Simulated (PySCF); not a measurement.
Field gradients at the hydrogen positions

Compound: C₂H₁₄NPSi₃.
Geometry (GFN2-xTB, Å), atoms numbered from 1 in this order:
```xyz
21
C2H14NPSi3 angstrom
C     -2.2303   -1.5710   -0.5177
N     -2.0533   -0.2097   -0.0755
C     -3.2296    0.3222    0.5626
Si    -0.5246    0.4937    0.2436
P      0.9674   -0.5771   -1.0164
Si     2.7437    0.7376   -0.7072
Si     3.7926    0.1531    1.2711
H     -3.0509   -1.6230   -1.2392
H     -2.4632   -2.2404    0.3187
H     -1.3176   -1.9174   -1.0005
H     -3.4658   -0.2179    1.4867
H     -4.0864    0.2393   -0.1114
H     -3.0716    1.3687    0.8062
H     -0.0254    0.3866    1.6301
H     -0.6666    1.9204   -0.0739
H      0.5757    0.0014   -2.2005
H      2.3555    2.1571   -0.7723
H      3.5686    0.5140   -1.9038
H      4.8080    1.1477    1.6246
H      4.4856   -1.1356    1.2003
H      2.8793    0.0673    2.4151
```

Level: PBE0/pcSseg-1 (PySCF, non-relativistic); Q(2H) = 0.00286 b; rigid geometry, the same for H and D, with no vibrational averaging.

**Question.** Rank these positions by the coupling χzz of a deuteron there, largest first.
A. H14 (Si–H hydrogen)
B. H12 (methyl hydrogen)
C. H21 (Si–H hydrogen)
D. H16 (P–H hydrogen)
E. H13 (methyl hydrogen)

**Answer.** E (210 kHz), B (202 kHz), D (152 kHz), C (109 kHz), A (101 kHz).

**Question.** What are Vzz, η and χzz (234.96 MHz × Q × Vzz) at all hydrogens?

**Answer.** 
| atom | bonded to | bond length (Å) | Vzz (au) | η | χzz (kHz) |
| --- | --- | --- | --- | --- | --- |
| H8 | C1 | 1.094 | 0.2996 | 0.06 | 201 |
| H9 | C1 | 1.096 | 0.2944 | 0.05 | 198 |
| H10 | C1 | 1.089 | 0.3012 | 0.08 | 202 |
| H11 | C3 | 1.096 | 0.2944 | 0.05 | 198 |
| H12 | C3 | 1.093 | 0.3000 | 0.06 | 202 |
| H13 | C3 | 1.086 | 0.3123 | 0.08 | 210 |
| H14 | Si4 | 1.478 | 0.1499 | 0.03 | 101 |
| H15 | Si4 | 1.469 | 0.1579 | 0.04 | 106 |
| H16 | P5 | 1.375 | 0.2269 | 0.06 | 152 |
| H17 | Si6 | 1.473 | 0.1572 | 0.01 | 106 |
| H18 | Si6 | 1.471 | 0.1599 | 0.01 | 107 |
| H19 | Si7 | 1.465 | 0.1641 | 0.00 | 110 |
| H20 | Si7 | 1.465 | 0.1636 | 0.00 | 110 |
| H21 | Si7 | 1.466 | 0.1621 | 0.01 | 109 |

**Question.** Average by the element that carries the hydrogen.

**Answer.** on C: 202 kHz over 6 positions, mean bond length 1.092 Å; on Si: 107 kHz over 7 positions, mean bond length 1.469 Å; on P: 152 kHz over 1 position, mean bond length 1.375 Å.

**Question.** How does χzz go with the bond length over the 7 Si–H bonds?

**Answer.** A straight-line fit has a slope of -6.7 kHz for each 0.01 Å, with a correlation coefficient of -0.96, over lengths from 1.465 to 1.478 Å. The longer bonds have the smaller couplings here.

**Question.** Give the 2H NMR doublet splittings at H16 for a magnetic field along the z, y and x axes of the gradient: 3χ/2, 3χ(1 + η)/4, 3χ(1 − η)/4.

**Answer.** With |χ| = 152.5 kHz and η = 0.064: 229, 122 and 107 kHz, to first order and without motion.

The structure is a single GFN2-xTB conformer in the gas phase; no vibrational or solvent corrections. GFN2-xTB bond lengths can be off by several hundredths of an ångström, more for odd bonds, and the gradients follow them. With so small a basis the couplings can be 20 % off.
